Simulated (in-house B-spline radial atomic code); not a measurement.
Orbital energies and mean radii along the 6-electron series, configuration 1s2 2s2 2p1/2(2). The effective charge is n√(-2ε), a non-relativistic measure. Computed with a B-spline radial code for spherical atoms: Dirac-Hartree-Fock, jj configuration that fills j = l - 1/2 first, finite nuclei.

```csv
ion,Z,energy of 1s1/2 (Eh),mean radius of 1s1/2 (bohr),energy of 2s1/2 (Eh),mean radius of 2s1/2 (bohr),effective charge of 1s1/2
I47+,53,-1378.86,0.027111,-322.52,0.11161,52.514
Xe48+,54,?,?,?,?,?
Cs49+,55,-1492.66,0.026003,-350.45,0.1069,54.638
Ba50+,56,?,?,?,?,?
La51+,57,-1611.59,0.024968,-379.72,0.1025,56.773
Ce52+,58,-1673.02,0.024476,-394.87,0.10042,57.845
Pr53+,59,-1735.77,0.024,-410.37,0.098401,58.92
```

(1) Fill in the row of Xe48+.

(2) Fill in the row of Ba50+.

(3) How does the screening of 1s1/2 change?

Answers

(1) energy of 1s1/2 (Eh): -1435.12; mean radius of 1s1/2 (bohr): 0.026547; energy of 2s1/2 (Eh): -336.32; mean radius of 2s1/2 (bohr): 0.10921; effective charge of 1s1/2: 53.575.

(2) energy of 1s1/2 (Eh): -1551.48; mean radius of 1s1/2 (bohr): 0.025477; energy of 2s1/2 (Eh): -364.91; mean radius of 2s1/2 (bohr): 0.10466; effective charge of 1s1/2: 55.704.

(3) Z less the effective charge goes from 0.49 at Z = 53 to 0.08 at Z = 59.
